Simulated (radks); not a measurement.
Valence configurations of Pb+. Calculated with a radial shooting solver on a logarithmic mesh with Libxc functionals: scalar-relativistic Kohn-Sham, PBE, spin-unpolarised, spherical densities, point nucleus. Energies are relative to [Hg] 6p1; eigenvalues in eV.

valence,E (eV),e(4f),e(5d),e(6p),e(6s)
[Hg] 6p1,0.000,-140.60,-28.853,-9.857,-19.228
[Xe] 4f13.5 5d10 6s2 6p1.5,67.621,-150.35,-32.028,-10.634,-20.525
[Xe] 4f14 5d10 6s1 6p2,9.528,-142.46,-30.577,-10.697,-20.379
[Xe] 4f12 5d10 6s2 6p3,298.01,-180.56,-41.833,-12.861,-24.280
[Xe] 4f13 5d10 6s2 6p2,139.77,-160.26,-35.252,-11.393,-21.797
[Xe] 4f14 5d9.5 6s2 6p1.5,9.895,-143.72,-31.190,-10.598,-20.416
[Xe] 4f10 5d10 6s2 6p5,672.58,-222.95,-55.496,-15.661,-29.054
[Xe] 4f14 5d10 6p3,19.351,-144.24,-32.207,-11.479,-
[Xe] 4f12.5 5d9.5 6s2 6p3,230.15,-173.58,-40.886,-12.814,-24.153
[Xe] 4f14 5d8 6s2 6p3,44.360,-153.12,-38.036,-12.663,-23.747

NIST lists [Hg] 6p1 as the ground configuration; this level of theory agrees among the configurations tried. The energies are those of spherical spin-averaged densities, not of single terms.
